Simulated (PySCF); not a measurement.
## Electron correlation in Ba (barium, neutral)

[Xe] 5d1 6s1, high-spin 3D determinant (an excited configuration). Calculation: PySCF 2.14, in aug-cc-pwCVTZ-X2C with one added diffuse shell each of s, p, d, f type (12s11p9d5f, 125 functions); the spin-free X2C one-electron Hamiltonian (Gaussian nucleus). Frozen: [Xe]; 2 electrons correlated.

Total MP2 correlation energy: -3.60 mhartree.

Same-spin part -3.60 and opposite-spin part 0.00 mhartree; SCS-MP2 scales them by 1/3 and 6/5 to -1.20 mhartree.
